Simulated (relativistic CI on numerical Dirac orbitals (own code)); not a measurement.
**Calculated levels, Os65+**

Method of calculation: Dirac-Coulomb-Breit CI, KLI orbitals optimised for each configuration, model QED (radiative potential, 1s self-energy scaled to tabulated hydrogen-like ionisation energies), unscaled Slater integrals (own radial code, finite nucleus).

Configuration list (outside the closed core [Ne]): 3s, 3p, 3d, 4s, 4p, 4d, 4f, 5s, 5p, 5d, 5f, 5g, 6s, 6p, 6d, 7s, 7p. Levels of other configurations are missing.

The lowest level is 3s 2S_1/2, with 100 % of that term; Hund's rules for 3s give 2S with J = 1/2, in agreement.

```tsv
No.	Configuration	Term	J	E (eV)	%	Landé g	Lifetime (s)
1	3s	2S	1/2	0.00	100	1.982	
2	3p	2P°	1/2	166.68	100	0.646	2.15e-11
3	3p	2P°	3/2	590.96	100	1.319	4.44e-13
4	3d	2D	3/2	784.04	100	0.785	5.51e-13
5	3d	2D	5/2	880.08	100	1.186	4.37e-12
6	4s	2S	1/2	3470.54	100	1.991	1.35e-14
7	4p	2P°	1/2	3539.33	100	0.655	1.11e-14
8	4p	2P°	3/2	3713.08	100	1.326	1.85e-14
9	4d	2D	3/2	3786.33	100	0.791	7.85e-15
10	4d	2D	5/2	3827.83	100	1.193	7.50e-15
11	4f	2F°	5/2	3866.04	100	0.849	3.58e-15
12	4f	2F°	7/2	3884.30	100	1.136	3.68e-15
13	5s	2S	1/2	5013.94	100	1.995	1.69e-14
14	5p	2P°	1/2	5048.43	100	0.659	1.40e-14
15	5p	2P°	3/2	5135.80	100	1.329	2.18e-14
16	5d	2D	3/2	5171.63	100	0.794	1.05e-14
17	5d	2D	5/2	5193.02	100	1.196	1.03e-14
18	5f	2F°	5/2	5211.96	100	0.852	6.76e-15
19	5f	2F°	7/2	5221.35	100	1.138	6.98e-15
20	5g	2G	7/2	5223.97	100	0.884	1.20e-14
21	5g	2G	9/2	5229.53	100	1.107	1.22e-14
22	6s	2S	1/2	5831.29	100	1.998	2.38e-14
23	6p	2P°	1/2	5850.94	100	0.661	1.98e-14
24	6p	2P°	3/2	5900.87	100	1.330	2.97e-14
25	6d	2D	3/2	5921.09	100	0.796	1.54e-14
26	6d	2D	5/2	5933.49	100	1.197	1.53e-14
27	7s	2S	1/2	6315.45	100	1.999	3.34e-14
28	7p	2P°	1/2	6327.67	100	0.662	2.86e-14
29	7p	2P°	3/2	6358.82	100	1.331	4.12e-14
```

Energies count from the lowest computed level; ° marks odd parity; lifetimes are radiative, by E1, M1, E2, M2 decay to levels of this space only.

The mean weight of the leading LS term, summed over parents, in these 29 levels is 100 %, and that of the leading jj configuration (from the same eigenvectors) 100 %.

At this charge energies of transitions that change n are usually good to better than 1 %, and those within a shell (Δn = 0) to a few per cent.
